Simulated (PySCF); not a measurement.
# Orbital picture of SiPb

PBE at R = 2.594 Å; Si cc-pV(D+d)Z, Pb cc-pVDZ-PP with ECP60; scalar-relativistic core potentials (PySCF 2.14). State: ³Σ⁻ (triplet), unpaired electrons π ↑↑. Only the outer orbitals are listed, counted within each symmetry, core potentials removing the inner ones.

```json
{"spin": "α", "orbital": "7σ", "occ.": "1", "ε (eV)": "-13.11", "on Si (%)": "28", "main shells (%)": "70 Pb s, 24 Si s"}
{"spin": "α", "orbital": "8σ", "occ.": "1", "ε (eV)": "-9.84", "on Si (%)": "69", "main shells (%)": "69 Si s, 25 Pb s"}
{"spin": "α", "orbital": "4π", "occ.": "1", "ε (eV)": "-4.99", "on Si (%)": "54", "main shells (%)": "53 Si p, 45 Pb p"}
{"spin": "α", "orbital": "4π", "occ.": "1", "ε (eV)": "-4.99", "on Si (%)": "54", "main shells (%)": "53 Si p, 45 Pb p"}
{"spin": "α", "orbital": "9σ", "occ.": "1", "ε (eV)": "-4.64", "on Si (%)": "55", "main shells (%)": "49 Si p, 42 Pb p"}
{"spin": "α", "orbital": "5π", "occ.": "0", "ε (eV)": "-2.83", "on Si (%)": "45", "main shells (%)": "54 Pb p, 45 Si p"}
{"spin": "α", "orbital": "5π", "occ.": "0", "ε (eV)": "-2.83", "on Si (%)": "45", "main shells (%)": "54 Pb p, 45 Si p"}
{"spin": "α", "orbital": "10σ", "occ.": "0", "ε (eV)": "0.01", "on Si (%)": "41", "main shells (%)": "62 Pb p, 44 Si p"}
{"spin": "β", "orbital": "7σ", "occ.": "1", "ε (eV)": "-12.47", "on Si (%)": "23", "main shells (%)": "76 Pb s, 19 Si s"}
{"spin": "β", "orbital": "8σ", "occ.": "1", "ε (eV)": "-9.06", "on Si (%)": "73", "main shells (%)": "73 Si s, 19 Pb s"}
{"spin": "β", "orbital": "9σ", "occ.": "1", "ε (eV)": "-4.29", "on Si (%)": "55", "main shells (%)": "50 Si p, 43 Pb p"}
{"spin": "β", "orbital": "4π", "occ.": "0", "ε (eV)": "-3.96", "on Si (%)": "42", "main shells (%)": "57 Pb p, 42 Si p"}
{"spin": "β", "orbital": "4π", "occ.": "0", "ε (eV)": "-3.96", "on Si (%)": "42", "main shells (%)": "57 Pb p, 42 Si p"}
{"spin": "β", "orbital": "5π", "occ.": "0", "ε (eV)": "-1.93", "on Si (%)": "57", "main shells (%)": "56 Si p, 42 Pb p"}
```

Question: Which are the highest filled and the lowest empty level, where do they sit, and how wide is the gap?

Answer: Highest filled β 9σ at -4.29 eV (in %: 50 Si p, 43 Pb p); lowest empty β 4π at -3.96 eV (in %: 57 Pb p, 42 Si p); the gap at PBE is 0.33 eV.

```json
{
 "bond order (Mayer)": "1.95",
 "⟨S²⟩": "2.003",
 "charge on Si (Mulliken, basis-dependent)": "-0.13",
 "charge on Si (Löwdin, basis-dependent)": "-0.13",
 "dipole moment (positive dipole means Si(−)Pb(+))": "1.47 D",
 "polarisability along the bond": "145.7 bohr³",
 "polarisability across the bond": "55.2 bohr³"
}
```

Spin–orbit coupling is left out, which matters for elements this heavy, above all for dissociation energies. The state is the lowest determinant that a PBE0 search found; another state may lie lower at other levels.
